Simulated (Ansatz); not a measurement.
Input file for CH4Cl2HfOS (`C[O][Hf]([SH])([Cl])[Cl]`):

```yaml
crystal:
  periodic: [false, false, false]
  atoms:
    - {symbol: C, position_ang: [-1.832099, 0.053551, -0.354115]}
    - {symbol: O, position_ang: [-0.465366, 0.132354, -0.080338]}
    - {symbol: Hf, position_ang: [1.342051, 0.461194, 0.296762]}
    - {symbol: S, position_ang: [2.439441, -1.718920, 0.351929]}
    - {symbol: Cl, position_ang: [2.279735, 1.801338, -1.384978]}
    - {symbol: Cl, position_ang: [1.545543, 1.526389, 2.376948]}
    - {symbol: H, position_ang: [-2.062265, 0.599677, -1.272352]}
    - {symbol: H, position_ang: [-2.124213, -0.992138, -0.480792]}
    - {symbol: H, position_ang: [-2.404866, 0.484081, 0.471106]}
    - {symbol: H, position_ang: [1.282030, -2.347537, 0.075829]}
basis:
  gaussian: {orbitals: def2-SVP}
correlation: {method: ccsd_t}
```

```sh
$ ansatz run in.yaml --threads 2 --pin off --events-out ev --progress --plain --backend cuda
```

Log, shortened:

```
Functional definition: HF
1283 factors; integrals over basis functions are off by at most 1.3e-3 eV
mean field evaluation 1: about -40237.3539 eV, gradient 4.0e1 eV
mean field evaluation 2: about -40237.4908 eV, gradient 4.0e1 eV
mean field evaluation 4: about -40241.4577 eV, gradient 3.7e0 eV
mean field evaluation 8: about -40241.5198 eV, gradient 1.2e-1 eV
mean field -40241.51984834 eV, -1478.8485777445 hartree, gradient 1.7e-6 eV, S^2 0.000000; 0 other end points of the search recorded, 0 dependent functions left out
17 core orbitals not correlated: weight in the atoms' cores, before any rotation towards them, 1.000 or more for the frozen orbitals, at most 0.000 for the correlated occupied ones
reference -40241.51984834 eV, -1478.8485777445 hartree; 23, 23 occupied and 94, 94 virtual orbitals, 1283 factors
second order -25.61889530 eV of doubles, -0.00000000 eV of singles
cycle   1  -26.13439167 eV  change   -5.2e-1 eV  update   1.5e-1
cycle   2  -26.76613483 eV  change   -6.3e-1 eV  update   5.6e-2
cycle   3  -26.97913655 eV  change   -2.1e-1 eV  update   2.9e-2
cycle   4  -26.97670232 eV  change    2.4e-3 eV  update   7.2e-3
cycle   5  -26.96953899 eV  change    7.2e-3 eV  update   2.8e-3
cycle   6  -26.96949968 eV  change    3.9e-5 eV  update   9.2e-4
cycle   7  -26.96922485 eV  change    2.7e-4 eV  update   3.7e-4
cycle   8  -26.96918881 eV  change    3.6e-5 eV  update   1.1e-4
cycle   9  -26.96926637 eV  change   -7.8e-5 eV  update   3.8e-5
cycle  10  -26.96925921 eV  change    7.2e-6 eV  update   1.3e-5
perturbative correction -0.82197119 eV, -0.0302068842 hartree
Total energy: -40269.31107874 eV, -1479.8698866244 hartree
```

Hardware: 2 threads of an AMD EPYC 7R13 on a shared host and a share of an NVIDIA H100 80 GB. Wall time 12 s, peak host memory 0.78 GiB.

MP2 recovers 92.2 % of the CCSD(T) correlation energy and the triples give 3.0 %; T1 = 0.0154.
